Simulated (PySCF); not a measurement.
A GIAO shielding run with PySCF (density fitting, non-relativistic, gas phase) on `CC[SiH](CC)C`, C$_{5}$H$_{14}$Si:

```
$ OMP_NUM_THREADS=1 python probes_run.py task.json out

{"job": {"kind": "nmr", "xc": "PBE0", "basis": "pcSseg-1"}, "charge": 0, "multiplicity": 1}
C     -1.208639    -2.137612    -0.404726
C     -1.364823    -0.791503     0.294291
Si    -0.429858     0.630297    -0.573671
C     -0.704689     2.234395     0.411593
C      1.438630     0.242089    -0.692345
C      2.103965    -0.011942     0.657362
H     -1.560892    -2.078219    -1.431869
H     -1.779607    -2.911387     0.106606
H     -0.165368    -2.443708    -0.423125
H     -1.024042    -0.887697     1.327121
H     -2.426495    -0.544254     0.347420
H     -0.952192     0.794075    -1.944480
H     -1.759849     2.482273     0.469224
H     -0.196060     3.072243    -0.054529
H     -0.333601     2.149747     1.428755
H      1.589416    -0.630083    -1.330546
H      1.949833     1.070570    -1.185582
H      2.016993     0.861936     1.298819
H      1.639238    -0.855066     1.163067
H      3.162893    -0.235475     0.533581
```

Hardware: 1 thread of an Arm Neoverse V1, shared host. The job also computes population analyses, field gradients.

Problem. How large is the calculation?

Solution. 58 electrons, 179 basis functions and 948 auxiliary functions.

Problem. How long does it take, and how much memory does it need?

Solution. 23 s of wall time, with 12 SCF cycles and 4 response iterations; peak memory 0.83 GiB. Times on a shared host scatter by some tens of per cent.
